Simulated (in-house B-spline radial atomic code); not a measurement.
Settings and results of a run for Ca II (Ca+). Computed with a radial B-spline atomic code at the basis-set limit: Dirac-Kohn-Sham BP86, spherical fractional occupations, Fermi nucleus of rms radius 3.4776 fm.

Command:
```bash
python run_scf.py task.json out
```
Settings (nuclear radius in fm, mass in u):
```
Z                20
configuration    [Ar] 4s1
hamiltonian      dirac
method           b88,p86
spin_polarised   False
nucleus          fermi
rms_radius       3.4776
atomic_mass      39.96259
speed_of_light   137.035999084
```

Output (hartree, bohr):
```
 radial grid: 83 intervals, B-splines of order 8, outer radius 60 bohr

 iter        energy (Eh)    residual
    1        -676.270382    2.87e-01
    2        -679.031838    2.11e-01
    3        -680.287610    5.14e-02
    4        -680.381595    1.10e-02
    5        -680.385016    6.86e-03
    6        -680.386761    4.61e-04
    7        -680.386770    4.47e-05
    8        -680.386770    4.20e-06
    9        -680.386770    8.88e-08

 total energy                      -680.38677
 kinetic                             685.7448
 electron-nucleus                  -1611.6445
 Hartree                             281.6479
 exchange-correlation                -36.1349

 first-order corrections (not in the total)
   Gaunt                             0.2082
   retardation                      -0.0169
   frequency dependence             -0.0003
   self-energy                       0.1361
   Uehling                          -0.0100
   Wichmann-Kroll                    0.0000
   recoil                            0.0075

 orbital      occ     eigenvalue          <r>       <r^2>       <1/r>     <1/r^2>       r_max    small
 1s1/2      2.000      -145.4436    0.0768269  0.00793952     19.7457     794.848     0.05027  5.11e-03
 2s1/2      2.000       -15.4939     0.364138    0.157117     4.05545     69.1408      0.2999  8.57e-04
 2p1/2      2.000       -12.6570     0.326033    0.131671      3.9799     22.2314      0.2452  8.35e-04
 2p3/2      4.000       -12.5214      0.32857    0.133585     3.93813     21.5073      0.2473  8.28e-04
 3s1/2      2.000        -1.9875      1.15454      1.5385     1.21243     9.26793      0.9925  1.66e-04
 3p1/2      2.000        -1.2949       1.2619     1.87766     1.08568      2.6967       1.042  1.39e-04
 3p3/2      4.000        -1.2807      1.26971     1.90089     1.07735     2.61477       1.049  1.37e-04
 4s1/2      1.000        -0.3357      3.58693     14.5654    0.362069     0.97704       3.143  2.24e-05
```

Time taken, with all properties: 1.9 s on 1 thread of Arm Neoverse N1, on a shared host.

For the Dirac Hamiltonian the kinetic term is c α·p + (β - 1)c².
